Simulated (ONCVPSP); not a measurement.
PBEsol ONCV dataset for Rb, non-relativistic all-electron reference.

Rb (Z = 37), optimised norm-conserving Vanderbilt (ONCV), made with ONCVPSP 4.0.1 (PBEsol, non-relativistic). Core [Ar] 3d10, reference 4s2 4p6 5s1. Waves: 4s+5s: rc 2.00 bohr, ncon 5, nbas 10, qcut 4.8 1/bohr, 2 projectors; 4p: rc 2.40 bohr, ncon 3, nbas 7, qcut 6.3 1/bohr, 2 projectors, debl 1 Ha; d scattering state at 0.3 Ha: rc 2.45 bohr, ncon 4, nbas 9, qcut 4.2 1/bohr, 2 projectors, debl 2.3 Ha. Local part: polynomial inside 1.35 bohr (lpopt 5, dvloc0 -1 Ha). Core correction: Teter function, fcfact 2, rcfact 1.1.

Poles of the logarithmic derivatives, all-electron (AE) and pseudo (PS). s: poles at -0.5 (AE) and -0.5, 3.7 (PS) Ha. p: poles at -0.2, 3.7 (AE) and -0.2, 3.6 (PS) Ha. d: poles at 0.9, 4.5 (AE) and 0.9, 4.6 (PS) Ha. Test radii: s 2.03, p 2.43, d 2.49 bohr.

- Cutoffs needed: 10 Ha and 42 Ha (the cutoffs (Ha) at which the residual kinetic energy of the hardest occupied pseudo-wave falls to 1 and 0.1 mHa per electron)
- Ghost test: no bound ghost flagged; GHOST(+) flagged for s at 106.1 eV
- Largest excitation error: -9.4 meV (all-electron minus pseudo) for 4s2 4p5 5s1, out of 4 test configurations
- rms error of d²Exc/dni dnj: 2.54 mHa without and 1.33 mHa with the model core
